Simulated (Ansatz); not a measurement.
```yaml
crystal:
  periodic: [false, false, false]
  atoms:
    - {symbol: Si, position_ang: [-1.793235, 0.442687, -1.135366]}
    - {symbol: O, position_ang: [-1.566887, 0.758233, 0.456319]}
    - {symbol: Ga, position_ang: [-0.361969, 0.473259, 1.705018]}
    - {symbol: Cl, position_ang: [-0.783955, 1.024738, 3.692647]}
    - {symbol: O, position_ang: [1.188709, -0.263653, 1.324760]}
    - {symbol: Si, position_ang: [2.032284, -0.755245, 0.009067]}
    - {symbol: H, position_ang: [-1.141084, -0.841416, -1.516130]}
    - {symbol: H, position_ang: [-3.251446, 0.343831, -1.392627]}
    - {symbol: H, position_ang: [-1.215648, 1.532684, -1.964689]}
    - {symbol: H, position_ang: [1.723958, 0.105855, -1.166766]}
    - {symbol: H, position_ang: [3.480883, -0.659693, 0.316844]}
    - {symbol: H, position_ang: [1.688401, -2.161292, -0.329074]}
basis:
  gaussian: {orbitals: 6-31G, nuclear_model: gaussian, point_charges: [{charge: -1.00, position_ang: [7.851, 0.744, -0.321]}]}
total_charge: 1
magnetization: {spin_polarized: true, initial_magnetization: 1}
hamiltonian: {xc: {name: PBE1PBE}}
```

```sh
$ ansatz run in.yaml --threads 4 --pin off --events-out ev --progress --plain --max-ram 11315MiB
```

Output, abridged:

```
Error: YAML parse error: error: line 20 column 19: hamiltonian.xc: no functional is named "PBE1PBE"; the names, which are not case-sensitive, are SVWN5, SPW92, PBE, PBE0, PBEsol, revPBE, revPBE0, RPBE, rPW86-PBE, HSE06, wPBEh, LC-wPBE, HISS, HF, BLYP, B3LYP, B3LYP5, BHLYP, CAM-B3LYP, r2SCAN, r2SCANh, r2SCAN0, r2SCAN50, m-r2SCAN, B97, wB97, wB97X, wB97X-V, B97M-V, wB97M-V, B2PLYP, B2GP-PLYP, PBE0-DH, PBE-QIDH
18 | total_charge: 1
19 | magnetization: {spin_polarized: true, initial_magnetization: 1}
20 | hamiltonian: {xc: {name: PBE1PBE}}
```

Problem. What is wrong with this run?

Solution. The method's name isn't one that the program takes here. The input was rejected before any iteration.

HSE06 is defined as in plane-wave codes.
